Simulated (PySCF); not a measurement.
Harmonic spectrum computed at PBE in the def2-TZVP basis family (core potentials from Rb on, PySCF, no spin–orbit coupling):

```json
{"ω (cm⁻¹)": "314", "IR (km/mol)": "14.1"}
{"ω (cm⁻¹)": "806", "IR (km/mol)": "114"}
{"ω (cm⁻¹)": "825", "IR (km/mol)": "158"}
```

Question: Which molecule gave it? In each, all ligands are bound to the one heavy central atom.
A. GeF₂ (singlet)
B. SiF₂ (singlet)
C. MgF₂ (singlet)
D. AlF₂ (doublet)

Answer: B. It has C2v symmetry with Si–F 1.624 Å (×2).
